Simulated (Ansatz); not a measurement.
Si₁₇H₂₅⁻, a doped nanocrystal cut from the lattice of silicon (interstitial H). The state is a triplet with charge -1. Geometry PBE-D4/def2-SVP, that of the neutral doublet; atoms count from 1.

```xyz
42

Si    3.171   -3.096    0.005
Si    1.365   -0.458   -2.910
Si   -3.729   -0.039    1.498
Si   -2.044    0.913   -1.886
Si   -0.353   -1.302    0.520
Si    2.890    0.749    0.530
Si   -0.577    2.268    1.500
Si    1.110    3.164   -1.837
Si    0.979   -3.284    0.848
Si   -2.348   -1.940    1.638
Si   -0.646   -0.981   -1.807
Si    4.229   -1.162    0.835
Si    2.479    1.250   -1.733
Si   -4.081    0.468   -0.782
Si   -2.637    1.778    2.542
Si   -0.952    2.705   -0.793
Si    0.852    0.404    1.650
H     3.971   -4.312    0.406
H     3.124   -3.047   -1.499
H     1.011    0.082   -4.276
H     2.240   -1.670   -3.096
H    -5.070   -0.254    2.169
H    -2.319    1.329   -3.317
H     3.582    1.946    1.143
H     0.044    3.498    2.132
H     0.889    3.543   -3.281
H     1.791    4.317   -1.140
H     0.251   -4.445    0.215
H     1.031   -3.516    2.338
H    -2.945   -3.148    0.959
H    -2.016   -2.316    3.061
H    -1.300   -2.206   -2.402
H     5.576   -0.985    0.179
H     4.449   -1.351    2.316
H     3.802    1.533   -2.408
H    -4.790   -0.682   -1.457
H    -4.974    1.682   -0.883
H    -3.530    2.993    2.462
H    -2.414    1.467    4.003
H    -1.841    3.925   -0.900
H     1.101   -0.044    3.073
H    -1.370    0.226    0.389
```

Single mean-field runs in def2-TZVP are fitted with def2-universal-jkfit. The highest occupied level of the charge -1 triplet lies above zero (up to 0.47 eV). By energy differences its removal costs 0.58 eV (vertical, to the charge 0 doublet, at PBE0-D4/def2-TZVP); self-interaction error and the lack of diffuse functions both raise the level. At PBE0-D4/def2-TZVP a singlet of charge -1 lies 2.29 eV below the triplet at the same geometry.

(1) Estimate the Mulliken populations of the heavy atoms from the PBE0/def2-TZVP orbitals of Ansatz.

(2) Where does the spin sit?

(3) And the Mayer bond orders between bonded heavy atoms (over 0.3)?

Answers

(1) 
```json
{"atom": "Si1", "charge (e)": "-0.01", "spin (α − β)": "0.05"}
{"atom": "Si2", "charge (e)": "-0.02", "spin (α − β)": "0.02"}
{"atom": "Si3", "charge (e)": "-0.01", "spin (α − β)": "0.00"}
{"atom": "Si4", "charge (e)": "-0.02", "spin (α − β)": "0.01"}
{"atom": "Si5", "charge (e)": "-0.07", "spin (α − β)": "0.03"}
{"atom": "Si6", "charge (e)": "0.02", "spin (α − β)": "0.04"}
{"atom": "Si7", "charge (e)": "-0.02", "spin (α − β)": "0.01"}
{"atom": "Si8", "charge (e)": "-0.01", "spin (α − β)": "0.00"}
{"atom": "Si9", "charge (e)": "-0.03", "spin (α − β)": "0.25"}
{"atom": "Si10", "charge (e)": "-0.05", "spin (α − β)": "0.21"}
{"atom": "Si11", "charge (e)": "0.07", "spin (α − β)": "0.11"}
{"atom": "Si12", "charge (e)": "-0.01", "spin (α − β)": "0.01"}
{"atom": "Si13", "charge (e)": "0.02", "spin (α − β)": "0.08"}
{"atom": "Si14", "charge (e)": "0.01", "spin (α − β)": "0.02"}
{"atom": "Si15", "charge (e)": "0.01", "spin (α − β)": "0.02"}
{"atom": "Si16", "charge (e)": "0.00", "spin (α − β)": "0.12"}
{"atom": "Si17", "charge (e)": "0.05", "spin (α − β)": "0.14"}
```
Mulliken values and Mayer orders depend strongly on the basis.

(2) Summed by element: Si 1.12, H 0.88, of 2 unpaired in all. Largest on single atoms: H42 0.50, Si9 0.25, Si10 0.21.

(3) Si1–Si9 0.95 (2.36 Å); Si1–Si12 0.97 (2.36 Å); Si2–Si11 0.96 (2.35 Å); Si2–Si13 0.95 (2.35 Å); Si3–Si10 0.96 (2.35 Å); Si3–Si14 0.94 (2.36 Å); Si3–Si15 0.94 (2.36 Å); Si4–Si11 0.93 (2.36 Å); Si4–Si14 0.95 (2.36 Å); Si4–Si16 0.94 (2.37 Å); Si5–Si9 0.79 (2.41 Å); Si5–Si10 0.77 (2.37 Å); Si5–Si11 0.93 (2.37 Å); Si5–Si17 0.91 (2.37 Å); Si6–Si12 0.94 (2.35 Å); Si6–Si13 0.95 (2.35 Å); Si6–Si17 0.95 (2.35 Å); Si7–Si15 0.95 (2.36 Å); Si7–Si16 0.94 (2.37 Å); Si7–Si17 0.92 (2.35 Å); Si8–Si13 0.95 (2.36 Å); Si8–Si16 0.93 (2.36 Å).
